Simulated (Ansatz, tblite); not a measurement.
Cost and result up the ladder for GeTe4 (the lowest singlet isomer of a short search) (5 atoms). Total charge 0; singlet. Geometry: PBE-D4/def2-SVP.

```
atom    x (Å)    y (Å)    z (Å)
 Ge1   0.2079  -1.7355  -0.1399
 Te2  -2.2615  -0.6734  -0.6410
 Te3  -0.8897   0.2435   1.5511
 Te4   1.0375   2.0322   0.5106
 Te5   1.9058   0.1333  -1.2807
```

Ansatz on 4 threads of Arm Neoverse V1 on a shared host; xTB runs through tblite on one thread. Times are rough, summed over both states, and most runs start from the orbitals of an earlier one. PBE0-D4/def2-TZVP serves as the yardstick here, not as an exact answer. The other state is a quintet at its own geometry, which has other bonds, so the gap mixes isomer and spin.

In the def2 sets Te takes a core potential; there is no spin–orbit coupling. The xTB rows come from tblite. Correlated methods freeze 25 core orbitals; core or outer-core shells of Ge, Te are correlated, in sets that lack core-valence functions. At PBE0-D4/def2-TZVP a singlet of charge 0 lies 1.76 eV below the quintet, each at its own geometry. The structure comes from a short search, and lower isomers may exist.

Correlated methods converge slowly with the basis.

xTB has no spin-polarisation term.

```csv
level,functions,quintet − singlet (eV),difference from PBE0-D4/def2-TZVP (eV)
GFN1-xTB,45,3.16,1.40
PBE0-D4/def2-TZVP,248,1.76,0.00
GFN2-xTB,45,3.45,1.69
r2SCAN-D4/def2-TZVP,248,1.56,-0.20
BHLYP-D4/def2-TZVP (with forces),248,1.74,-0.02
PBE-D4/def2-TZVP,248,1.70,-0.06
MP2/def2-TZVP,248,2.37,0.61
```

(1) Estimate how long each takes.

Answers

(1) GFN1-xTB 0.014 s; GFN2-xTB 0.026 s; PBE-D4/def2-TZVP 13 s; r2SCAN-D4/def2-TZVP 31 s; PBE0-D4/def2-TZVP 36 s; BHLYP-D4/def2-TZVP (with forces) 45 s; MP2/def2-TZVP 46 s. On shared hardware such times vary by a factor of up to 3.
